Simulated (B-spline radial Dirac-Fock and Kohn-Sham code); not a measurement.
These are calculated numbers from a B-spline atomic structure program; the model is relaxed Dirac-Fock hole states (ΔSCF) with Breit and QED corrections and a finite nucleus. Free neutral atoms.

Question: Order these X-ray lines by photon energy, lowest first.
A. Hf Lβ6
B. Sm Lγ3
C. Ho Lγ5
D. La Lβ2
E. Xe Lβ3
F. Eu Lβ6

Answer: E (4515.6 eV), D (5384.6 eV), F (6604.8 eV), B (7483.8 eV), C (8479.1 eV), A (9017.9 eV).
